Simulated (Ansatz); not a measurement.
Basis-set series for `F[SiH2][O][GeH2][Cl]`. The species carries charge 0 and has multiplicity 1. The geometry is a stationary point of PBE0-D4/def2-TZVP. It is one conformer, not always the lowest.

```csv
functional,basis,functions,energy (Eh),HOMO (eV),LUMO (eV)
PBE0-D4,def2-SVP,116,-3002.98627,-8.93,0.13
PBE0-D4,def2-TZVPP,250,-3003.74247,-9.04,-0.20
ωB97M-V,def2-SVP,116,-3003.48533,-11.14,2.17
ωB97M-V,def2-TZVPP,250,-3004.24347,-11.30,1.74
```

Task: Give the rows for def2-QZVPP. (Best estimate.)

Result: Ansatz gave: 
```
functional       basis  functions  energy (Eh)  HOMO (eV)  LUMO (eV)
   PBE0-D4  def2-QZVPP        463  -3003.82201      -9.06      -0.38
   ωB97M-V  def2-QZVPP        463  -3004.31966     -11.33       1.30
```

Positive LUMOs are unbound and depend on the basis. Scalar relativity is left out up to krypton.
